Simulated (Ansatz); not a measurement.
AlH4N (SMILES [NH2][AlH2]) moved off its minimum; all values from Ansatz (a first-principles code), cores frozen in correlated methods.
(charge 0, multiplicity 1)
```xyz
6

Al    -0.02112    -0.31224    -0.71885
H     -1.36317    -0.04012    -1.55326
H      1.20657    -1.10777    -1.01793
N     -0.00991     0.42323     0.96721
H     -0.81368     1.06217     1.32729
H      0.74150     0.44098     1.72463
```

Forces at B3LYP/def2-TZVPP (eV/Å):

```json
[
 {"atom": "Al1", "Fx": "-1.194", "Fy": "1.302", "Fz": "1.759"},
 {"atom": "H2", "Fx": "0.394", "Fy": "-0.121", "Fz": "0.079"},
 {"atom": "H3", "Fx": "0.972", "Fy": "-0.723", "Fz": "-0.515"},
 {"atom": "N4", "Fx": "-0.705", "Fy": "1.363", "Fz": "1.372"},
 {"atom": "H5", "Fx": "1.951", "Fy": "-1.625", "Fz": "-0.962"},
 {"atom": "H6", "Fx": "-1.418", "Fy": "-0.196", "Fz": "-1.733"}
]
```

Q: Give the forces (eV/Å), the total energy and the dipole at CCSD(T)/aug-cc-pV(T+d)Z.

A: 
```json
[
 {"atom": "Al1", "Fx": "-1.220", "Fy": "1.289", "Fz": "1.703"},
 {"atom": "H2", "Fx": "0.352", "Fy": "-0.109", "Fz": "0.056"},
 {"atom": "H3", "Fx": "1.034", "Fy": "-0.759", "Fz": "-0.526"},
 {"atom": "N4", "Fx": "-0.691", "Fy": "1.361", "Fz": "1.403"},
 {"atom": "H5", "Fx": "1.917", "Fy": "-1.595", "Fz": "-0.944"},
 {"atom": "H6", "Fx": "-1.392", "Fy": "-0.187", "Fz": "-1.693"}
]
```
Energy -299.0940 hartree, dipole 0.50 D.
